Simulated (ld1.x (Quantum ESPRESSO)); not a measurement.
## Dy (Z = 66): TM semilocal pseudisation with PBE, scalar-relativistic reference atom.

Dy (Z = 66), norm-conserving Troullier–Martins (semilocal form), made with ld1.x (Quantum ESPRESSO) 7.5 (PBE, scalar-relativistic). Core [Kr], reference 4d10 4f10 5s2 5p6 5d0 6s2 6p0. Waves: 5s (bound): rc 1.45 bohr; 5p (bound): rc 2.40 bohr; 4d (bound): rc 0.70 bohr; 4f (bound): rc 1.05 bohr. Local part: the f channel. Core correction: none.

Occupied shells without a wave of their own: 6s. They enter only through the test configuration that unscreens the potential.

All-electron outer shells of the reference configuration (PBE, scalar-relativistic, ld1.x):

```json
{"shell": "4s", "level (eV)": "-393.41", "outermost node (bohr)": "0.28", "outermost maximum (bohr)": "0.50"}
{"shell": "4p", "level (eV)": "-291.60", "outermost node (bohr)": "0.28", "outermost maximum (bohr)": "0.51"}
{"shell": "4d", "level (eV)": "-153.01", "outermost node (bohr)": "0.26", "outermost maximum (bohr)": "0.53"}
{"shell": "5s", "level (eV)": "-48.92", "outermost node (bohr)": "0.63", "outermost maximum (bohr)": "1.16"}
{"shell": "5p", "level (eV)": "-25.35", "outermost node (bohr)": "0.67", "outermost maximum (bohr)": "1.33"}
{"shell": "6s", "level (eV)": "-3.75", "outermost node (bohr)": "1.57", "outermost maximum (bohr)": "3.48"}
{"shell": "4f", "level (eV)": "-3.11", "outermost node (bohr)": "–", "outermost maximum (bohr)": "0.54"}
{"shell": "5d", "level (eV)": "-1.17", "outermost node (bohr)": "0.76", "outermost maximum (bohr)": "2.11"}
{"shell": "6p", "level (eV)": "-1.16", "outermost node (bohr)": "1.93", "outermost maximum (bohr)": "4.82"}
```

(1) Tests: 4d10 4f10 5s2 5p6 5d0 6s1 6p0; 4d10 4f10 5s2 5p6 5d0 6s0 6p0; 4d10 4f9 5s2 5p6 5d0 6s0 6p0; 4d10 4f9 5s2 5p6 5d1 6s2 6p0; 4d10 4f9 5s2 5p6 5d0 6s2 6p0; 4d10 4f8 5s2 5p6 5d0 6s0 6p0; 4d9 4f10 5s2 5p6 5d0 6s2 6p0. Which has the largest error in its energy relative to the reference configuration, and how large is it?

A Bessel basis up to 400 Ry misses an occupied level by 0.12 Ry, so cutoffs and ghosts were not judged.

## Answers

(1) 4d10 4f8 5s2 5p6 5d0 6s0 6p0, with +218 meV (all-electron minus pseudo) on +88.26 eV.
